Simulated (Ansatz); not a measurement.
Geometry optimisation, RKS PBE/def2-SVP (Ansatz).

Input:

```yaml
crystal:
  periodic: [false, false, false]
  atoms:
    - { symbol: Si, position_ang: [0.311544, -0.469431, -0.526386] }
    - { symbol: O, position_ang: [0.345441, 0.010976, 2.323409] }
    - { symbol: H, position_ang: [-0.619655, 0.157617, 2.223695] }
    - { symbol: Cl, position_ang: [1.761504, 0.95769, -0.969796] }
    - { symbol: Cl, position_ang: [-1.456729, 0.522929, 0.043367] }
    - { symbol: Cl, position_ang: [-0.219946, -1.402639, -2.31895] }
    - { symbol: Si, position_ang: [1.155585, -2.065707, 0.823631] }
    - { symbol: H, position_ang: [0.07547, -2.784638, 1.588616] }
    - { symbol: H, position_ang: [1.766349, -3.081817, -0.115109] }
    - { symbol: H, position_ang: [2.242975, -1.58821, 1.738429] }
    - { symbol: H, position_ang: [0.425863, -0.70567, 3.001393] }
basis:
  gaussian: { orbitals: def2-SVP }
hamiltonian:
  xc: pbe
relax:
  f_tol: 0.03
  max_steps: 50
```

Launched with:

```bash
$ ansatz run input.yaml --threads 4 --pin off --max-ram 5120MiB --backend cpu --events-out ev --progress --plain --runs-dir out
```

Question: Where does it end, and by what steps?

Answer: It converged. After 17 steps the energy has fallen by 0.166 eV; H11 moved furthest, 0.41 Å.

```json
{"step": "0", "energy less start (eV)": "0.0000", "largest force component (eV/Å)": "0.943", "accepted": "yes"}
{"step": "1", "energy less start (eV)": "-0.1199", "largest force component (eV/Å)": "0.316", "accepted": "yes"}
{"step": "2", "energy less start (eV)": "-0.1405", "largest force component (eV/Å)": "0.649", "accepted": "yes"}
{"step": "3", "energy less start (eV)": "-0.1063", "largest force component (eV/Å)": "0.340", "accepted": "no"}
{"step": "4", "energy less start (eV)": "-0.1516", "largest force component (eV/Å)": "0.492", "accepted": "yes"}
{"step": "5", "energy less start (eV)": "-0.1596", "largest force component (eV/Å)": "0.150", "accepted": "yes"}
{"step": "6", "energy less start (eV)": "-0.1389", "largest force component (eV/Å)": "0.378", "accepted": "no"}
{"step": "7", "energy less start (eV)": "-0.1621", "largest force component (eV/Å)": "0.042", "accepted": "yes"}
{"step": "8", "energy less start (eV)": "-0.1628", "largest force component (eV/Å)": "0.038", "accepted": "yes"}
{"step": "9", "energy less start (eV)": "-0.1632", "largest force component (eV/Å)": "0.059", "accepted": "yes"}
{"step": "10", "energy less start (eV)": "-0.1640", "largest force component (eV/Å)": "0.079", "accepted": "yes"}
{"step": "11", "energy less start (eV)": "-0.1645", "largest force component (eV/Å)": "0.097", "accepted": "yes"}
{"step": "12", "energy less start (eV)": "-0.1649", "largest force component (eV/Å)": "0.093", "accepted": "yes"}
{"step": "13", "energy less start (eV)": "-0.1654", "largest force component (eV/Å)": "0.073", "accepted": "yes"}
{"step": "14", "energy less start (eV)": "-0.1656", "largest force component (eV/Å)": "0.058", "accepted": "yes"}
{"step": "15", "energy less start (eV)": "-0.1658", "largest force component (eV/Å)": "0.066", "accepted": "yes"}
{"step": "16", "energy less start (eV)": "-0.1659", "largest force component (eV/Å)": "0.047", "accepted": "yes"}
{"step": "17", "energy less start (eV)": "-0.1659", "largest force component (eV/Å)": "0.016", "accepted": "yes"}
```

```xyz
11
Properties=species:S:1:pos:R:3
Si 0.317 -0.502 -0.631
O 0.429 0.093 2.442
H -0.508 0.252 2.209
Cl 1.578 1.133 -0.784
Cl -1.567 0.191 -0.005
Cl 0.018 -1.254 -2.548
Si 1.153 -2.193 0.776
H 0.055 -2.728 1.651
H 1.596 -3.307 -0.139
H 2.336 -1.723 1.566
H 0.381 -0.410 3.275
```

Whether the end is a true minimum wasn't checked by a vibrational analysis.

Time of the run: 35 s on 4 threads of Arm Neoverse V1 (shared host), peak memory 0.2 GiB.
